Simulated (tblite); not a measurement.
C4H13FN2Si2.
Structure used (GFN2-xTB), in Å, numbered top down from 1:
```xyz
22
C4H13FN2Si2 angstrom
C     -2.9940    0.0545    0.1305
C     -1.4699    0.0335    0.2308
N     -0.9196    1.1700   -0.4745
Si     0.7243    1.6024   -0.2541
N      1.6185    0.1569    0.1582
C      3.0201    0.3057    0.4859
Si     1.0101   -1.4365   -0.0855
C     -0.8891   -1.2857   -0.2915
F     -1.2035   -1.3974   -1.6468
H     -3.4307   -0.7162    0.7611
H     -3.2988   -0.1222   -0.8992
H     -3.3698    1.0248    0.4452
H     -1.1690    0.1198    1.2804
H     -1.2901    1.2140   -1.4119
H      1.2212    2.2218   -1.4823
H      0.8342    2.4766    0.9203
H      3.1702    1.2115    1.0725
H      3.3642   -0.5499    1.0644
H      3.6349    0.3775   -0.4150
H      1.5311   -2.1009   -1.2868
H      1.3004   -2.2146    1.1280
H     -1.4050   -2.1262    0.1841
```

Level: GFN2-xTB in tblite, geometry and Hessian alike; calculated harmonic values, unscaled, isolated species. Errors from tens to a few hundred cm⁻¹ against measured bands are possible. Modes of hydrogen on silicon can be 10 to 20 % off. One conformer, not necessarily the lowest.

Harmonic wavenumbers (cm⁻¹): 51.0, 59.5, 108.9, 146.2, 191.7, 195.0, 221.5, 241.3, 254.7, 266.7, 290.6, 348.8, 452.0, 496.7, 514.0, 549.8, 562.1, 569.5, 582.3, 649.6, 678.0, 722.3, 771.4, 782.9, 792.4, 854.2, 942.8, 945.5, 973.2, 1014.8, 1081.3, 1084.7, 1099.5, 1148.6, 1163.6, 1188.6, 1210.9, 1247.6, 1292.5, 1299.9, 1375.4, 1401.5, 1425.6, 1488.2, 1494.8, 1494.9, 1505.7, 2199.0, 2212.7, 2229.3, 2260.7, 2922.0, 2930.9, 2933.7, 2991.6, 3003.3, 3030.8, 3034.6, 3040.4, 3446.8.

A = 1757, B = 966.0, C = 722.7 MHz; mass 164.060 u (most abundant isotopes); point group C1, symmetry number 1.

**Question.** What is the zero-point energy?

**Answer.** Half the sum of the wavenumbers: 36734 cm⁻¹ = 439.44 kJ/mol.

**Question.** Entropy at 350 K, 1 bar (ideal gas, RRHO, classical rotation)?

**Answer.** Translation 175.80, rotation 127.31, vibration 180.65: S = 483.8 J/(mol K).

**Question.** And Cp and H(350 K) − H(0)?

**Answer.** Cp = 225.95 J/(mol K), of which vibrations give 192.69 (their classical limit is 60 R = 498.9); H(350 K) − H(0) = 45.69 kJ/mol without the zero-point energy, 34.05 from vibrations.

**Question.** How do the functions run with temperature in this model?

**Answer.** 
```tsv
T (K)	S (J/(mol K))	Cp (J/(mol K))	H − H(0) (kJ/mol)	G − H(0) (kJ/mol)	ln q(vib)
50	251.9	56.6	2.12	-10.48	0.53
100	301.3	89.3	5.77	-24.35	1.85
298.15	449.7	199.8	34.65	-99.42	8.29
373.15	498.6	237.0	51.05	-134.99	10.80
500	575.6	289.6	84.59	-203.20	15.00
750	707.9	362.2	166.78	-364.13	22.89
1000	819.0	409.1	263.60	-555.37	30.14
```

q(vib) and H(0) count from the zero-point level.

**Question.** What must be added to the electronic energy to get the Gibbs energy at 350 K and 1 bar?

**Answer.** ZPE + [H(350 K) − H(0)] − T·S = 439.44 + 45.69 − 169.31 = 315.82 kJ/mol.

**Question.** Blend soft modes into free rotors: weight 1/[1 + (100 cm⁻¹/ν̃)⁴] for the oscillator and the rest for a rotor with moment μB/(μ + B), μ = h/(8π²ν), B = 10⁻⁴⁴ kg m². What vibrational entropy results?

**Answer.** 168.96 J/(mol K) in place of 180.65, which changes −T·S at 350 K by +4.09 kJ/mol.

**Question.** Which modes carry the vibrational entropy at 350 K?

**Answer.** 51.0 cm⁻¹: 21.32; 59.5 cm⁻¹: 20.04; 108.9 cm⁻¹: 15.07; 146.2 cm⁻¹: 12.67; 191.7 cm⁻¹: 10.51; 195.0 cm⁻¹: 10.37 J/(mol K); the other 54 give 90.67 together.

Hindered rotation and anharmonicity are outside this model. Other conformers, if any are populated, would add a mixing term that is left out. The structure is chiral; the term R ln 2 for an equal mix with its mirror image is left out.
